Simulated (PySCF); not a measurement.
# TlO: everyday levels beside a composite calculation

PySCF; the state is a doublet (π ↑). The composite is CCSD(T) extrapolated to the basis-set limit from two correlation-consistent sets, with core-valence (CV) and scalar-relativistic (SR) terms as its label shows; it has no spin–orbit coupling and nothing beyond (T). Here it is CCSD(T)/CBS(DT). It gives Re = 2.180 Å, ωe = 452 cm⁻¹ and De = 3.21 eV to Tl + O.

```csv
level,basis,relativity,Re (Å),ωe (cm⁻¹),De (eV)
UHF-SCS-MP2,cc-pVDZ-PP/cc-pVDZ,scalar-relativistic core potentials,2.191,486,2.51
UHF-CCSD,x2c-TZVPPall,spin-free X2C,2.179,463,2.82
UHF-CCSD(T),cc-pVDZ-PP/cc-pVDZ,scalar-relativistic core potentials,2.199,473,2.50
PW91,cc-pVDZ-PP/cc-pVDZ,scalar-relativistic core potentials,2.215,453,3.46
PW91,x2c-TZVPPall,spin-free X2C,2.202,437,3.63
BP86,def2-SVPD,scalar-relativistic core potentials,2.247,426,3.57
r²SCAN,aug-cc-pVDZ-PP/aug-cc-pVDZ,scalar-relativistic core potentials,2.212,448,3.36
PBE0,def2-SVPD,scalar-relativistic core potentials,2.220,446,3.19
M06,x2c-TZVPPall,spin-free X2C,2.199,444,3.37
ωB97X,aug-cc-pVDZ-PP/aug-cc-pVDZ,scalar-relativistic core potentials,2.205,456,3.39
```

Question: Give the difference of each row from the composite.

Answer: 

```tsv
level	basis	ΔRe (pm)	Δωe (%)	ΔDe (eV)
UHF-SCS-MP2	cc-pVDZ-PP/cc-pVDZ	+1.1	+7.5	-0.70
UHF-CCSD	x2c-TZVPPall	-0.1	+2.4	-0.39
UHF-CCSD(T)	cc-pVDZ-PP/cc-pVDZ	+1.9	+4.6	-0.71
PW91	cc-pVDZ-PP/cc-pVDZ	+3.5	+0.2	+0.25
PW91	x2c-TZVPPall	+2.2	-3.3	+0.42
BP86	def2-SVPD	+6.7	-5.8	+0.36
r²SCAN	aug-cc-pVDZ-PP/aug-cc-pVDZ	+3.2	-0.9	+0.15
PBE0	def2-SVPD	+4.0	-1.3	-0.02
M06	x2c-TZVPPall	+1.9	-1.8	+0.16
ωB97X	aug-cc-pVDZ-PP/aug-cc-pVDZ	+2.5	+0.9	+0.18
```

Question: Which rows come closest in De?

Answer: PBE0 in def2-SVPD (-0.02 eV), counted from the composite.

Correlated steps freeze the inner cores (5 to 35 orbitals); shallow outer-core shells are correlated. Correlated levels converge slowly with the basis: in double zeta they bind strong bonds too weakly, by up to about 1 eV, and carry superposition errors of some tenths. These are scalar-relativistic numbers at best; spin–orbit coupling would shift them, the dissociation energy most. The state was picked by a PBE0 search and need not be the measured ground state.
